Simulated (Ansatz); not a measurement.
`[CH3][Sn]([NH2])([OH])[F]` + H₂ → `[NH2][SnH]([OH])[F]` + CH₄  (hydrogenolysis of the Sn–C bond)

Computed with Ansatz on PBE0-D4/def2-TZVP structures; ΔE is electronic, products minus reactants. CCSD(T)/CBS adds triple-zeta CCSD(T) − MP2 to the extrapolated MP2 energy (def2 sets, frozen cores). This one scheme is used for every species. DFT in def2-TZVPP. B3LYP here is the variant with VWN-RPA as its local correlation; programs differ in this. HSE06 is defined as in plane-wave codes. Elements past krypton have def2 core potentials. For Sn outer-core shells are correlated without core-valence functions, which leaves a few kJ/mol of doubt a bond. One conformer a species, not always the lowest.

`[CH3][Sn]([NH2])([OH])[F]`:

Z-matrix (Å, degrees):
```
C
Sn 1 2.112
H 1 1.089 2 109.1
H 1 1.089 2 109.8 3 -120.2
H 1 1.089 2 108.8 3 119.8
N 2 2.000 1 115.4 3 72.9
O 2 1.952 1 114.6 3 -49.7
F 2 1.936 1 107.4 3 -162.4
H 6 1.012 2 113.1 1 -169.9
H 6 1.011 2 115.2 1 64.4
H 7 0.961 2 111.6 1 -110.3
```

H₂:

```xyz
2

H     0.366    0.071    0.006
H    -0.366   -0.071   -0.006
```

`[NH2][SnH]([OH])[F]`:

Z-matrix (Å, degrees):
```
Sn
O 1 1.945
F 1 1.930 2 102.4
N 1 1.992 2 105.0 3 -117.7
H 1 1.694 2 115.6 3 115.1
H 2 0.961 1 112.0 3 -17.7
H 4 1.011 1 115.5 2 175.1
H 4 1.011 1 113.7 2 48.0
```

CH₄:

```xyz
5

C     0.000    0.000    0.000
H     0.003    1.018   -0.389
H     0.526   -0.026    0.954
H     0.499   -0.661   -0.708
H    -1.028   -0.331    0.143
```

| level | ΔE (kcal/mol) | difference from CCSD(T)/CBS |
| --- | --- | --- |
| PBE-D4 | -6.2 | -0.9 |
| revPBE-D4 | -5.5 | -0.2 |
| BLYP-D4 | -6.2 | -0.9 |
| r2SCAN-D4 | -6.8 | -1.5 |
| B97M-V | -10.2 | -4.9 |
| PBE0-D4 | -7.2 | -1.9 |
| B3LYP-D4 | -7.2 | -1.9 |
| r2SCANh-D4 | -7.0 | -1.7 |
| r2SCAN0-D4 | -7.4 | -2.1 |
| HSE06-D4 | -7.2 | -1.9 |
| BHLYP-D4 | -8.3 | -3.0 |
| CAM-B3LYP-D4 | -8.2 | -2.9 |
| ωB97X-V | -7.3 | -2.0 |
| ωB97M-V | -7.0 | -1.7 |
| B2PLYP | -7.6 | -2.3 |
| PBE | -7.4 | -2.1 |
| revPBE | -7.7 | -2.4 |
| BLYP | -8.5 | -3.2 |
| r2SCAN | -7.1 | -1.8 |
| B3LYP | -9.1 | -3.8 |
| r2SCAN0 | -7.8 | -2.5 |
| HSE06 | -8.2 | -2.9 |
| BHLYP | -10.1 | -4.8 |
| CAM-B3LYP | -9.3 | -4.0 |
| LC-ωPBE | -8.4 | -3.1 |
| RPA@PBE/def2-TZVPP | -6.2 | -0.9 |
| HF/def2-SVP | -14.0 | -8.7 |
| MP2/def2-SVP | -8.5 | -3.2 |
| CCSD/def2-SVP | -10.5 | -5.2 |
| CCSD(T)/def2-SVP | -9.8 | -4.5 |
| HF/def2-TZVPP | -12.3 | -7.0 |
| MP2/def2-TZVPP | -4.5 | 0.8 |
| SCS-MP2/def2-TZVPP | -6.1 | -0.8 |
| CCSD/def2-TZVPP | -7.3 | -2.0 |
| CCSD(T)/def2-TZVPP | -6.2 | -0.9 |
| HF/def2-QZVPP | -12.3 | -7.0 |
| MP2/def2-QZVPP | -4.0 | 1.3 |
| HF/CBS(def2) | -12.3 | -7.0 |
| MP2/CBS(def2) | -3.6 | 1.7 |
| CCSD/CBS(def2) | -6.4 | -1.1 |
| CCSD(T)/CBS | -5.3 | 0 |

Largest T1 diagnostic among the species: 0.014.

From BLYP to BHLYP (50 % exact exchange), in def2-TZVPP and without D4, ΔE moves by −1.5 kcal/mol. In def2-TZVPP, CCSD(T) changes the Hartree–Fock value by +6.2 kcal/mol (the triples alone add +1.1 kcal/mol) and MP2 by +7.8 kcal/mol. Leaving LDA and LC-ωPBE aside and taking each functional with its dispersion term where it has one, the values spread over 4.7 kcal/mol, from B97M-V to revPBE-D4.

CCSD(T)/CBS has its own doubt, a few kJ/mol and more with outer-core shells, so smaller differences from it don't rank the levels.
